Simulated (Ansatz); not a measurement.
Cost and result for the atomization energy of `CC[SiH2]SC` (15 atoms, 14 bonds).

Z-matrix (Å, degrees):
```
C
C 1 1.524
H 1 1.093 2 111.2
H 1 1.093 2 111.6 3 -120.5
H 1 1.093 2 111.3 3 119.4
Si 2 1.875 1 113.9 3 -58.8
H 2 1.097 1 110.9 3 -179.6
H 2 1.096 1 110.7 3 63.5
S 6 2.131 2 112.9 1 58.0
H 6 1.491 2 109.2 1 -179.9
H 6 1.487 2 110.9 1 -58.8
C 9 1.816 6 99.5 2 63.9
H 12 1.090 9 111.0 6 56.2
H 12 1.090 9 106.9 6 174.7
H 12 1.090 9 111.4 6 -66.7
```

The species carries charge 0 and has multiplicity 1. The structure was optimised at the PBE0-D4/def2-TZVP level. It is one conformer, not always the lowest. Program: Ansatz. All runs use 2 threads of an AMD EPYC 7R13 on a shared host and a share of an NVIDIA H100 80 GB. Times are those of one run each, without the atoms' runs, and a repeat can differ threefold. Electronic energies, without spin–orbit coupling; frozen cores. CCSD(T)/CBS adds CCSD(T) − MP2 in def2-TZVPP to the MP2 limit, and its time is that of the two runs behind it. T1 = 0.010. B3LYP takes the VWN-RPA correlation (the form of Gaussian; ORCA's B3LYP/G).

CCSD(T)/CBS is a level of theory with its own doubt, some kJ/mol a heavy atom from the limit and from the frozen cores, so smaller differences don't rank the functionals.

```tsv
level	functions	wall time
PBE0-D4/def2-TZVPP	317	2.3 s
B3LYP-D4/def2-TZVPP (with forces)	317	2.5 s
ωB97X-V/def2-TZVPP	317	3.2 s
PBE-D4/def2-TZVPP (with forces)	317	3.6 s
r2SCAN-D4/def2-TZVPP (with forces)	317	3.7 s
B2PLYP/def2-TZVPP	317	4 s
ωB97M-V/def2-TZVPP (with forces)	317	4.4 s
MP2/def2-QZVPP	611	5.5 s
CCSD(T)/def2-TZVPP	317	6.5 s
CCSD(T)/CBS(def2)	–	12 s
```

(1) What atomization energy does each give, and how far from CCSD(T)/CBS? (An estimate is asked.)

Results:

(1) The calculation gave: 
```json
{"level": "PBE0-D4/def2-TZVPP", "atomization (kJ/mol)": "5434.3", "difference from CCSD(T)/CBS": "10.4", "per bond": "0.7"}
{"level": "B3LYP-D4/def2-TZVPP (with forces)", "atomization (kJ/mol)": "5421.2", "difference from CCSD(T)/CBS": "-2.7", "per bond": "-0.2"}
{"level": "ωB97X-V/def2-TZVPP", "atomization (kJ/mol)": "5443.0", "difference from CCSD(T)/CBS": "19.1", "per bond": "1.4"}
{"level": "PBE-D4/def2-TZVPP (with forces)", "atomization (kJ/mol)": "5477.5", "difference from CCSD(T)/CBS": "53.6", "per bond": "3.8"}
{"level": "r2SCAN-D4/def2-TZVPP (with forces)", "atomization (kJ/mol)": "5433.2", "difference from CCSD(T)/CBS": "9.3", "per bond": "0.7"}
{"level": "B2PLYP/def2-TZVPP", "atomization (kJ/mol)": "5355.7", "difference from CCSD(T)/CBS": "-68.2", "per bond": "-4.9"}
{"level": "ωB97M-V/def2-TZVPP (with forces)", "atomization (kJ/mol)": "5441.3", "difference from CCSD(T)/CBS": "17.4", "per bond": "1.2"}
{"level": "MP2/def2-QZVPP", "atomization (kJ/mol)": "5398.7", "difference from CCSD(T)/CBS": "-25.2", "per bond": "-1.8"}
{"level": "CCSD(T)/def2-TZVPP", "atomization (kJ/mol)": "5297.3", "difference from CCSD(T)/CBS": "-126.6", "per bond": "-9.0"}
{"level": "CCSD(T)/CBS(def2)", "atomization (kJ/mol)": "5423.9", "difference from CCSD(T)/CBS": "0.0", "per bond": "0.0"}
```

The D4 term adds +54.4 kJ/mol with B3LYP and +29.0 kJ/mol with PBE0; it sums over pairs of atoms, weighted by their polarisabilities, and B3LYP, whose exchange is more repulsive, gets the larger term. In def2-TZVPP, CCSD(T) changes the Hartree–Fock value by +1199.4 kJ/mol (the triples alone add +61.9 kJ/mol) and MP2 by +1226.5 kJ/mol; breaking electron pairs costs correlation energy, which Hartree–Fock lacks. From PBE to PBE0 (25 % exact exchange), in def2-TZVPP and without D4, the atomization energy moves by −38.2 kJ/mol: exact exchange takes away binding that semilocal exchange gives to molecules.
